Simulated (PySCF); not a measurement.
Structure from NMR data

An unknown has the formula C$_{6}$H$_{10}$Si. Its calculated NMR data are:

1H NMR (600 MHz, computed): δ 6.96 (m, 1H), 6.28 (m, 1H), 4.51 (m, 1H), 2.81 (d, 1H), 0.17 (d, 6H).

13C{1H} NMR (computed): δ 156.3, 132.5, 89.2, 88.1, -2.2 (2C).

Rapidly exchanging positions averaged, one conformer, non-relativistic Hamiltonian, isolated molecule. NMR shieldings at PBE0/pcSseg-1/GIAO; geometry from GFN2-xTB; PySCF.

Scale: 1H (σref 31.72), 13C (σref 186.93) against TMS (reference shieldings calculated alike).

Which of these isomers gave the spectra?
A. C1=C[C@H]2C[C@H](C2)[SiH2]1
B. C#C[Si]1(C)CCC1
C. C#C/C=C/[SiH](C)C

## Answers

C. 

1. The formula gives 3 degrees of unsaturation (no ring in the answer).
2. 5 carbon signals for 6 carbons: some carbons are equivalent by symmetry or fast rotation.
3. Carbon types of the structure: 1 × C, 3 × CH, 2 × CH3, leaving 1 H on heteroatoms.
4. δC 156.3, 132.5: alkene CH; as expected for a trigonal carbon in a double bond.
5. δC 89.2: terminal alkyne carbon; sp carbons lie upfield of alkene carbons because the cylindrical π system leaves one tensor component strongly shielded.
6. δC 88.1: alkyne carbon; the triple bond shields along its axis, which puts it between sp3 and sp2 carbons.
7. δC -2.2: methyl carbon bonded to Si; an electropositive neighbour leaves it electron-rich and shielded.
8. δH 2.81: hydrogen on a terminal alkyne carbon; it lies on the axis of the triple bond, in its shielding cone.

The others: C#C[Si]1(C)CCC1 would give 6 signals for carbon-bound and other non-exchanging H, not 5; C1=C[C@H]2C[C@H](C2)[SiH2]1 would give 7 signals for carbon-bound and other non-exchanging H, not 5.

Shifts are as computed. Against solution values, carbons near 30 ppm lie about +3 ppm off and those near 130 ppm about +5 ppm. Of 1309 compounds with measured shifts, 239 miss one by over three times the rms of a fit or turn the order of signals round; such compounds aren't used in these exercises. No couplings were computed; multiplicities are counted from neighbouring protons, with m where these are inequivalent, close in shift, in a saturated or five-membered ring or joined by F or P, and br s for small geminal =CH2 splittings.
